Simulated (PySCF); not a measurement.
C5H5F. Atoms are numbered in the order given.

```xyz
11

C     -2.2275     0.1507     0.1989
C     -1.0361     0.3088    -0.3901
F     -0.9619     0.8993    -1.6005
C      0.2274    -0.0927     0.1360
C      1.3071    -0.4318     0.5772
C      2.6004    -0.8384     1.1069
H     -2.2949    -0.3254     1.1763
H     -3.1355     0.4977    -0.2970
H      2.7141    -1.9349     1.0837
H      2.7232    -0.5087     2.1517
H      3.4216    -0.4015     0.5159
```

The structure is a stationary point at B3LYP-D3(BJ)/def2-SVP.

Method: PySCF with PBE0/pcSseg-1.

GIAO shieldings, no solvent; atoms listed in one row are averaged. δ = σ(ref) − σ: ¹³C against TMS (σ = 186.3 ppm); ¹⁹F against CFCl3 (σ = 167.2 ppm); ¹H against TMS (σ = 31.56 ppm), references at their B3LYP-D3(BJ)/def2-TZVP geometries, non-relativistic.

```tsv
nucleus	atoms	count	δ (ppm)
¹³C	C2	1	159.0
¹³C	C1	1	109.1
¹³C	C5	1	98.6
¹³C	C4	1	79.8
¹³C	C6	1	7.6
¹⁹F	F3	1	-97.6
¹H	H8	1	5.51
¹H	H7	1	5.27
¹H	H9, H10, H11	3	2.39
```
